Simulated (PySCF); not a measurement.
Output of ΔSCF core-hole calculations on `[SiH3][CH2][GeH2][NH][SiH3]`.

The calculation used PySCF 2.14.0, delta-SCF UKS SCAN, pcX-2 on the ionised atom, pcseg-1 elsewhere, spin-free X2C. Atoms in this output count from 0. The cycles run on a coarse integration grid; for E(ground) and E(ion) the exchange–correlation energy is redone on a finer one, so they differ from the last cycle, and only they enter the binding energy.

Coordinates (Å, PBE0-D3(BJ)/def2-SVP):
```
Si     1.805892     0.160420     1.088774
C      1.464270    -1.106383    -0.262277
Ge     0.181463    -0.453031    -1.582405
N     -1.033457     0.635741    -0.717179
Si    -2.192069     0.154144     0.479235
H      0.651149     0.267645     2.029827
H      3.011621    -0.239549     1.881526
H      2.073720     1.505346     0.491708
H      2.403912    -1.354557    -0.783418
H      1.090221    -2.038759     0.190337
H     -0.534278    -1.625560    -2.288352
H      0.881760     0.445153    -2.620025
H     -1.127788     1.562305    -1.121359
H     -3.592350     0.036628    -0.045305
H     -1.766345    -1.193199     0.969541
H     -2.232345     1.111818     1.628527
```

```
ground state, core basis on atom 4 (Si), 188 functions
  cycle   1  E = -2773.59743392  |g| = 2.88e-01
  cycle   2  E = -2773.59751598  |g| = 4.26e-02
  cycle   3  E = -2773.59750215  |g| = 3.36e-02
  cycle   4  E = -2773.59764549  |g| = 1.15e-02
  cycle   5  E = -2773.59767509  |g| = 1.46e-03
  cycle   6  E = -2773.59767634  |g| = 1.91e-04
  E(ground) = -2773.75647957 Eh
hole in Si 1s of atom 4
  cycle   1  E = -2704.66957311  |g| = 4.35e+00
  cycle   2  E = -2703.35731605  |g| = 2.40e+00
  cycle   3  E = -2701.70297766  |g| = 1.95e+00
  cycle   4  E = -2705.57908547  |g| = 5.33e-01
  cycle   5  E = -2705.61140460  |g| = 4.71e-01
  cycle   6  E = -2705.71839713  |g| = 9.97e-02
  cycle   7  E = -2705.72435606  |g| = 3.60e-02
  cycle   8  E = -2705.72500356  |g| = 1.31e-02
  cycle   9  E = -2705.72509851  |g| = 3.32e-03
  cycle  10  E = -2705.72510446  |g| = 7.66e-04
  cycle  11  E = -2705.72510399  |g| = 1.68e-04
  E(ion) = -2705.89198355 Eh   <S^2> = 0.7522   hole on atom = 1.000
```

Question: What is the Si 1s binding energy of atom 4?

Answer: (-2705.891984 − (-2773.756480)) Eh × 27.2114 eV/Eh = 1846.69 eV, for the SiH3 silicon.

```
ground state, core basis on atom 3 (N), 177 functions
  cycle   1  E = -2773.51675692  |g| = 7.20e-02
  cycle   2  E = -2773.51676728  |g| = 1.10e-02
  cycle   3  E = -2773.51674016  |g| = 1.53e-02
  cycle   4  E = -2773.51679657  |g| = 3.11e-03
  cycle   5  E = -2773.51680088  |g| = 5.31e-04
  cycle   6  E = -2773.51679959  |g| = 1.53e-04
  E(ground) = -2773.71467553 Eh
hole in N 1s of atom 3
  cycle   1  E = -2757.94859734  |g| = 1.87e+00
  cycle   2  E = -2757.15977853  |g| = 2.15e+00
  cycle   3  E = -2758.61342111  |g| = 4.07e-01
  cycle   4  E = -2758.66600097  |g| = 1.38e-01
  cycle   5  E = -2758.67457647  |g| = 6.31e-02
  cycle   6  E = -2758.67675552  |g| = 1.28e-02
  cycle   7  E = -2758.67684750  |g| = 3.83e-03
  cycle   8  E = -2758.67685434  |g| = 1.07e-03
  cycle   9  E = -2758.67685651  |g| = 3.81e-04
  E(ion) = -2758.87355312 Eh   <S^2> = 0.7663   hole on atom = 1.000
```

Question: What is the N 1s binding energy of atom 3?

Answer: (-2758.873553 − (-2773.714676)) Eh × 27.2114 eV/Eh = 403.85 eV, for the silicon-bound nitrogen.

The ground state is recomputed for each atom, because the flexible core basis sits on the ionised atom alone; energies of different blocks can't be mixed. Geometry: PBE0-D3(BJ)/def2-SVP, one conformer, isolated molecule.

The run took 66 s on one thread of an Arm Neoverse V1, on a shared host.

The values belong to the conformer `[SiH3:1][CH2:2][GeH2:3][NH:4][SiH3:5]`: Si1–C2–Ge3–N4 -34°, C2–Ge3–N4–Si5 -66°.
Labels such as C1 count atoms from 1, the log's own numbers from 0.
